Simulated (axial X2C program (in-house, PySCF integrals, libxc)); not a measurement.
# Low determinants of ZrH at the PBE0 level, two-component

Calculated with an axial X2C code built on PySCF integrals. Two-component (2c) means X2C with spin–orbit coupling and atomic mean-field two-electron Coulomb and Gaunt terms. Basis: Zr dyall-cv3z [11s12p9d6f3g], H dyall-v3z [6s2p1d] (cores contracted in-house); Gaussian nuclei, density fitting, unrestricted open shells. Masses: Zr 89.905 u, H 1.008 u.

Search at 1.860 Å (vertical energies from the lowest determinant):

```csv
ΔE (eV),state,electrons beyond evenly filled partner blocks,"electrons in ±ω = 1/2, 3/2, 5/2, 7/2"
0.00,Ω = 3/2,ω = 3/2,28 11 2 0
0.06,Ω = 3/2,"ω = 1/2, ω = -3/2, ω = 5/2",27 11 3 0
0.12,Ω = 9/2,"ω = 1/2, ω = 3/2, ω = 5/2",27 11 3 0
0.14,Ω = 1/2,ω = 1/2,27 12 2 0
0.18,Ω = 5/2,ω = 5/2,28 10 3 0
0.57,Ω = 1/2,ω = 1/2,29 10 2 0
0.75,Ω = 5/2,"2 × ω = 1/2, ω = 3/2",28 11 2 0
```

Lowest determinant, Ω = 3/2 (⟨Sz⟩ = -1.50, ⟨Lz⟩ = 3.00 at PBE0): Re = 1.856 Å, ωe = 1596.6 cm⁻¹.

The determinant in row 2 of the search, Ω = 3/2 (⟨Sz⟩ = 1.50, ⟨Lz⟩ = 0.00 at PBE0), was followed along the bond at PBE0; measured from the minimum of the lowest determinant it gives:

Te = 0.056 eV (451 cm⁻¹), Re = 1.868 Å, ωe = 1607.1 cm⁻¹.

Q: Compare the bond of the determinant in row 2 with that of the lowest one.

A: At PBE0 its Re is 0.012 Å longer and its force constant, which goes as ωe², is 1.01 times that of the lowest determinant. T0 ≈ Te + Δωe/2 = 451 + (5) = 456 cm⁻¹.

The search compares states at one distance, so a state with another bond length can lie lower; it is not exhaustive and yields mostly the lowest determinant of each block pattern, so other components and higher states of one pattern are missing. These are energies of single determinants, not of spin-adapted states; PBE0 term energies can be off by some tenths of an eV, and the functional has no current term. The lowest determinant need not be the ground state where others lie within half an eV.
